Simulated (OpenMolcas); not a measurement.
## d8 ions of charge +2 down a group on the Li site of LiF

| Quantity | Value |
| --- | --- |
| Program | OpenMolcas |
| Method | CASSCF |
| Spin-orbit coupling | RASSI with atomic mean-field integrals over the reference wave functions |

The d shell is active. Each dopant is a cluster with its nearest anions in model potentials and point charges, with no relaxation and no local charge compensation. Distances were set from a Shannon-type radius of the metal (high-spin where two are listed) plus a fixed donor radius (F 1.31 Å), in hosts weighted 0.65 to 0.35 with the host's distance in the model lattice. Ligand basis ANO-RCC-VDZP, DKH2 Hamiltonian. States (labels of O, the rotations of Oh). Energies in cm-1 above the lowest state or level, χT in cm3 K/mol; 10Dq and B are least-squares fits to the states below 45000 cm-1, weighted by degeneracy, with a free offset, and given where the rms deviation is under 5 % of |10Dq| (or 100 cm-1) and under 700 cm-1. Spin-only χT is S(S+1) / 2 for the spin of the ground state.

```json
{"Ion": "Ni2+", "Shell": "3d8", "R (Å)": "2.005", "Metal basis": "ANO-RCC-VTZP", "Ground state": "3A2", "First state of that spin": "3T2 7747", "10Dq": "7545", "B (rms of fit)": "1279 (93)", "First gap with spin-orbit (degeneracies)": "7484 (3, 2)", "χT at 300 K": "1.387", "First state of another spin": "1E 18894", "Spin-only χT": "1.000"}
{"Ion": "Pd2+", "Shell": "4d8", "R (Å)": "2.115", "Metal basis": "ANO-RCC-VTZP", "Ground state": "3A2", "First state of that spin": "3T2 15463", "10Dq": "15284", "B (rms of fit)": "878 (63)", "First gap with spin-orbit (degeneracies)": "12640 (3, 2)", "χT at 300 K": "1.332", "First state of another spin": "1E 13555", "Spin-only χT": "1.000"}
{"Ion": "Pt2+", "Shell": "5d8", "R (Å)": "2.076", "Metal basis": "ANO-RCC-VTZP", "Ground state": "3A2", "First state of that spin": "3T2 22667", "10Dq": "22310", "B (rms of fit)": "790 (113)", "First gap with spin-orbit (degeneracies)": "11187 (3, 2)", "χT at 300 K": "1.532", "First state of another spin": "1E 12451", "Spin-only χT": "1.000"}
```

|10Dq| changes by factors of 15284 / 7545 = 2.03 from Ni2+ to Pd2+, 22310 / 15284 = 1.46 from Pd2+ to Pt2+.

B goes from 1279 cm-1 (Ni2+) to 790 cm-1 (Pt2+).

Every ion keeps the highest spin of its shell. χT departs most from the spin-only value for Pt2+, by +0.532 cm3 K/mol.

Without dynamic correlation the repulsion within the d shell is too large (B by tens of per cent), so at a given field states of lower spin stand too high. Ligand-to-metal charge-transfer states are missing. With no ligand orbital active B as a rule stays too high, so bands that hang on it stand too high and its fall with covalency is understated. With metal d orbitals alone and no dynamic correlation 10Dq can be off by a tenth to a fifth, either way, in oxide and fluoride hosts (holds for Ni2+). Real 4d8 and 5d8 ions are as a rule square planar and diamagnetic (holds for Pd2+; Pt2+). With metal d orbitals alone the field can be off either way by tens of per cent (holds for Pd2+; Pt2+). The least metal-like active orbital is 83 % on the metal (Löwdin) and no ligand orbital is active, so the numbers are rough (holds for Pt2+). No measured value stands beside these numbers; the geometry was set by hand and not optimised.
